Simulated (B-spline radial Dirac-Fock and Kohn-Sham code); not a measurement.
# Photoionisation of chlorine ions at Cu Kα (8047.8 eV)

Model: the independent-particle Dirac-Slater model, thresholds from Dirac-Fock. Program: a radial B-spline solver. Cross sections in kb; a dash marks an empty subshell or a threshold above the photon energy.

```
  ion  configuration  total    1s     2s   2p1/2   2p3/2
 Cl⁷⁺   [He] 2s2 2p6  6.224  5.72  0.393  0.0366  0.0698
Cl¹³⁺       [He] 2s2  6.347  5.83  0.513       –       –
Cl¹⁶⁺            1s1  3.025  3.02      –       –       –
```

Values without a named source are computed, but for edge energies of neutral atoms, which are taken from tables.
